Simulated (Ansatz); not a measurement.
Reactions of CH3BiClF, SMILES `[CH3][Bi]([F])[Cl]`.

Isolated molecules relaxed with PBE0-D4/def2-TZVP in Ansatz; ΔE leaves out vibrations. CBS: MP2 limit from def2 TZ/QZ plus the TZ coupled-cluster correction, frozen cores. This one scheme is used for every species. DFT in def2-TZVPP. Elements past krypton have def2 core potentials. For Bi outer-core shells are correlated without core-valence functions, which leaves a few kJ/mol of doubt a bond. One conformer a species, not always the lowest.

```
                                                reaction  CCSD(T)/CBS(def2) (kJ/mol)
  `[CH3][Bi]([F])[Cl]` + H–F → `[CH3][Bi]([F])[F]` + HCl                          40
`[CH3][Bi]([F])[Cl]` + CH₄ → `[CH3][Bi]([CH3])[F]` + HCl                           ?
`[CH3][Bi]([F])[Cl]` + CH₃OH → `C[O][Bi]([F])[Cl]` + CH₄                         -62
`[CH3][Bi]([F])[Cl]` + HCl → `[CH3][Bi]([Cl])[Cl]` + H–F                         -44
```

**Question.** Fill in the missing values. (Estimate.)

**Answer.** Computed: `[CH3][Bi]([F])[Cl]` + CH₄ → `[CH3][Bi]([CH3])[F]` + HCl: +122.1 kJ/mol.

Largest T1 diagnostic: 0.015, for `[CH3][Bi]([F])[F]`.
